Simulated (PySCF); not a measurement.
An unknown shows these calculated signals:

$^{1}$H NMR (300 MHz, computed): δ 8.56 (m, 1H), 3.84 (s, 3H), 2.75 (m, 3H).

$^{13}$C{$^{1}$H} NMR (computed): δ 188.5 (CH), 163.1 (C), 161.6 (C), 150.1 (C), 51.9 (CH3), 17.2 (CH3).

Calculated, not measured (PySCF 2.14): structure optimised with PBE0-D3(BJ)/def2-SVP, shielding tensors at PBE0/pcSseg-1 (GIAO). Non-relativistic, equivalent nuclei averaged, one computed conformer, no solvent model.

Referencing at the same level of theory: TMS for $^{1}$H (σref 31.27), $^{13}$C (σref 184.41).

**Question.** Which of these does the molecule contain: an ester, a methoxy group, a heteroaromatic ring, a CH3CH2 unit, a benzene ring, a non-aromatic C=C double bond?

**Answer.** 
- An ester: yes (δC 163.1).
- A methoxy group: yes (δC 51.9; δH 3.84 (s)).
- A heteroaromatic ring: yes.
- A CH3CH2 unit: no.
- A benzene ring: no.
- A non-aromatic C=C double bond: no.

The data belong to `COC(=O)c1ocpc1C`, C$_{6}$H$_{7}$O$_{3}$P; they needn't prove each group on their own.

Carbon signals by region: 3 in the far downfield region (above 160 ppm), 1 in the sp2 and nitrile region (100–160 ppm), 1 at 50–100 ppm, 1 below 50 ppm. Above 160 ppm: 188.5, ring CH next to a ring phosphorus, 163.1, ester carbonyl carbon, 161.6, ring carbon next to a ring phosphorus.

Splittings by $^{31}$P in the carbon and heteronuclear signals aren't shown, as no couplings were computed. Shifts are as computed. Against solution values, carbons near 30 ppm lie about +2 ppm off and those near 130 ppm about +5 ppm (rms about the fit 1.9 ppm; single classes can miss by 10 ppm). Of 1328 compounds with measured shifts, 309 miss one by over three times the rms of a fit or turn the order of signals round; such compounds aren't used in these exercises. Signals without a measured value on file couldn't be tested in this way; 1H shifts scatter by 0.2 ppm about their fit, and single ones miss by 0.5 ppm. No couplings were computed; multiplicities are counted from neighbouring protons, with m where these are inequivalent, close in shift, in a saturated or five-membered ring or joined by F or P, and br s for small geminal =CH2 splittings.
